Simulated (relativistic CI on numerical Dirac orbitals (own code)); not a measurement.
# Cd²¹⁺: sensitivity of the levels to the model

Base calculation: Dirac-Coulomb-Breit CI, KLI orbitals optimised for each configuration, QED by a radiative potential, unscaled Slater integrals.

CI space (outside the closed core [Ne]): 3s2.3p6.3d9, 3s2.3p5.3d10, 3s.3p6.3d10, 3s2.3p6.3d8.4s, 3s2.3p6.3d8.4p, 3s2.3p6.3d8.4d, 3s2.3p6.3d8.4f, 3s2.3p6.3d7.4s2, 3s2.3p5.3d9.4s, 3s2.3p4.3d10.4s, 3s2.3p6.3d7.4s.4p, 3s2.3p4.3d10.4p, 3s2.3p5.3d9.4p, 3s2.3p6.3d8.5s, 3s2.3p6.3d7.4p2, 3s2.3p6.3d8.5p. Levels of other configurations are missing.

Variants: (1) one mean potential for all configurations; (2) non-relativistic limit. Shifts of the energy above 3s2.3p6.3d9 2D_5/2, in eV, for the lowest level and the first level of each name with at least 55 % of one term (blank where a level changes its place among those of its configuration and J or its character, or is not in the variant):

```csv
Level,Base,Δ(1),Δ(2)
3s2.3p6.3d9 2D_5/2,0.000,0.000,0.000
3s2.3p6.3d9 2D_3/2,7.151,+0.005,-7.151
3s2.3p5.3d10 2P°_3/2,210.254,-0.037,-9.982
3s2.3p5.3d10 2P°_1/2,246.268,-0.046,-45.996
3s.3p6.3d10 2S_1/2,364.593,-0.023,-52.844
3s2.3p6.3d8.4s 4F_9/2,401.723,+2.575,+19.950
3s2.3p6.3d8.4s 4F_7/2,409.006,+2.704,
3s2.3p6.3d8.4s 4P_1/2,414.393,+2.464,+14.532
3s2.3p6.3d8.4s 4P_3/2,416.208,+2.582,+12.717
3s2.3p6.3d8.4s 2P_1/2,417.746,+2.609,+13.618
3s2.3p6.3d8.4s 2G_9/2,418.151,+2.540,+14.498
3s2.3p6.3d8.4s 2G_7/2,418.237,+2.546,+14.412
3s2.3p6.3d8.4s 2S_1/2,434.409,+2.421,+11.392
3s2.3p6.3d8.4p 4D°_7/2,443.205,+2.537,+16.203
```

At this charge energies of transitions that change n are usually good to better than 1 %, and those within a shell (Δn = 0) to a few per cent.

Ionisation energy from the two ground configurations alone: base 1025.86 eV. The NIST ASD value (theoretical) is 1026 eV.

LS names give the leading component of a level, which can be under half, so a name can repeat, a term be missing and a line seem to break the LS rules.
